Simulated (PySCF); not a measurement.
H$_{6}$AlO$_{2}$Si$_{2}$, doublet, geometry from GFN2-xTB (such geometries of metal compounds can be far from the true shape) (the spin is typed, not shown lowest). Base run: DF-PBE/6-31G* run with PySCF.

Input for PySCF:
```python
from pyscf import gto, scf, dft

mol = gto.Mole()
mol.atom = '''
    Al   -0.026980   -0.407024    0.042747
    O    -1.398770    0.079780    0.899557
    Si   -2.729889    0.558344    1.730749
    H    -2.748182   -0.226752    2.964765
    H    -3.878578    0.269980    0.872258
    H    -2.572258    1.989962    1.985521
    O     1.384273   -0.292448   -0.878183
    Si    2.755577   -0.173120   -1.770791
    H     2.546118   -0.999602   -2.959374
    H     3.840605   -0.676499   -0.928804
    H     2.919383    1.242427   -2.100487
'''
mol.basis = '6-31g*'
mol.charge = 0
mol.spin = 1
mol.verbose = 4
mol.build()

mf = dft.UKS(mol)
mf.xc = 'pbe'
mf = mf.density_fit(auxbasis='def2-universal-jkfit')
mf.kernel()
```

Each row names what was changed in the base input (with any setting that the change needs).

| change | ΔE vs base (mEh) | grid points | electrons on the grid |
|---|---|---|---|
| base | 0.000 | 144552 | 63.00000 |
| grids.atom_grid = (50, 194) | -0.011 | 72080 | 63.00000 |
| grids.prune = off | 0.000 | 240064 | 63.00000 |
| grids.level = 0 | -86.109 | 10768 | 63.01318 |
| grids.radi_method = mura_knowles | 0.000 | 135880 | 63.00000 |
| grids.level = 4 | 0.000 | 237296 | 63.00000 |
| grids.level = 2 | -0.002 | 90392 | 62.99998 |
| grids.radi_method = gauss_chebyshev | 0.000 | 140736 | 63.00000 |
| grids.becke_scheme = stratmann | 0.003 | 144552 | 63.00000 |
| grids.atom_grid = (99, 590) | 0.000 | 351456 | 63.00000 |
| grids.atom_grid = (75, 302) | -0.002 | 158576 | 62.99998 |

Open shells are given as the SCF converged; they aren't shown to be the lowest states, and a large step between rows can be another state.
